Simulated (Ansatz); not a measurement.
`C[O][Al]([F])[F]` + HBr → `[F][Al]([F])[Br]` + CH₃OH  (ligand exchange at the Al–O bond)

Gas-phase electronic energies from Ansatz, PBE0-D4/def2-TZVP geometries. CCSD(T)/CBS adds triple-zeta CCSD(T) − MP2 to the extrapolated MP2 energy (def2 sets, frozen cores). This one scheme is used for every species. Functionals use def2-TZVPP. For Br outer-core shells are correlated without core-valence functions, which leaves a few kJ/mol of doubt a bond. Scalar relativity is left out up to krypton. One conformer a species, not always the lowest.

Q: Is it downhill or uphill in electronic energy at CCSD(T)/CBS, and by how much? (Best estimate.)

A: The calculation gave: Downhill: ΔE = -6.1 kcal/mol.

Q: What do these levels give: PBE-D4, r2SCAN-D4, BHLYP-D4, ωB97M-V, PBE0, HF/CBS(def2)? (An estimate is asked.)

A: Computed: PBE-D4 -6.4, r2SCAN-D4 -5.9, BHLYP-D4 -5.2, ωB97M-V -5.7, PBE0 -7.2, HF/CBS(def2) -6.0 kcal/mol.

Largest T1 diagnostic among the species: 0.012.

Leaving LDA and LC-ωPBE aside and taking each functional with its dispersion term where it has one, the values, not all of them listed here, spread over 3.4 kcal/mol, from HSE06-D4 to BLYP-D4. LDA lies +1.6 kcal/mol from PBE without D4. From BLYP to BHLYP (50 % exact exchange), in def2-TZVPP and without D4, ΔE moves by −1.0 kcal/mol. In def2-TZVPP, CCSD(T) changes the Hartree–Fock value by +1.4 kcal/mol (the triples alone add −0.1 kcal/mol) and MP2 by +1.0 kcal/mol.
